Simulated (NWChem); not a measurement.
System: C$_{2}$HBN$_{2}$O$_{2}$; SMILES O=C=NBN=C=O

```xyz
8

B     -0.8208    -0.4154    -0.5197
H     -1.6582    -1.0735    -1.0545
N     -0.9152     0.9953    -0.5655
C     -0.7101     2.1723    -0.4298
O     -0.5664     3.3349    -0.3328
N      0.2670    -1.0349     0.1607
C      0.8157    -2.0600     0.4959
O      1.4195    -2.9953     0.8671
```
Atoms are numbered in this order, from 1.

Coordinates come from a B3LYP/6-31G* (spherical d) optimisation.

Give the principal values of the shielding tensors (ppm) of B1, N3, C4, O5, N6 from Hartree-Fock/6-31G* (spherical d), GIAO (NWChem), with their diamagnetic and paramagnetic parts as GIAO splits them.


```csv
atom,σ11,σ22,σ33,isotropic,diamagnetic,paramagnetic
B1,73.3,95.3,124.1,97.6,196.1,-98.5
N3,134.9,190.8,322.3,216.0,322.8,-106.8
C4,-17.8,-15.0,264.1,77.1,261.4,-184.3
O5,116.6,158.4,339.6,204.9,396.8,-192.0
N6,133.5,192.5,304.2,210.1,324.7,-114.7
```
